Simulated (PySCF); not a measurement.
Computed beside measured shifts: (2-Hydroxy-2-methylhexyl)methylphenylphosphine sulfide (C14H23OPS)

System: (2-Hydroxy-2-methylhexyl)methylphenylphosphine sulfide (C14H23OPS), SMILES CCCC[C@@](C)(O)C[P@@](C)(=S)c1ccccc1.

Atom-mapped SMILES (hydrogens are numbered by the atom that bears them): [CH3:1][CH2:2][CH2:3][CH2:4][C@@:5]([CH3:6])([OH:7])[CH2:8][P@@:9]([CH3:10])(=[S:11])[c:12]1[cH:13][cH:14][cH:15][cH:16][cH:17]1

Computed with GIAO KT3/pcSseg-2, gas phase, PySCF SCF with an in-house response code, fitting set def2-universal-JFIT, grid level 2, non-relativistic, geometry: PBE0-D3(BJ)/def2-SVP.

One optimised conformer. Values are averaged over the atoms that symmetry or fast rotation interchanges, on this one geometry and without vibrational averaging. Shifts are the reference shielding less the shielding here, at the same level (13C, 1H against isolated TMS; 17O against isolated H2O; 31P against isolated H3PO4; 33S against isolated CS2); nuclei without a reference have shieldings only.

Task: What shifts does this level give for P9, and how do they compare with measurement?

Result: 
```
atom  nucleus  computed / ppm  measured / ppm  computed less measured  measured against  medium of the measurement
  P9      31P            14.8           33.06                   -18.3        85 % H3PO4                      CDCl3
```

Computed 19F and 31P shifts carry an offset from the reference molecule (CFCl3 is hard for DFT, lone H3PO4 or PH3 isn't the 85 % acid), so differences between compounds are more accurate than the values.

Measured values:  License and Terms: This is a supporting information file under the terms of the Creative Commons Attribution .
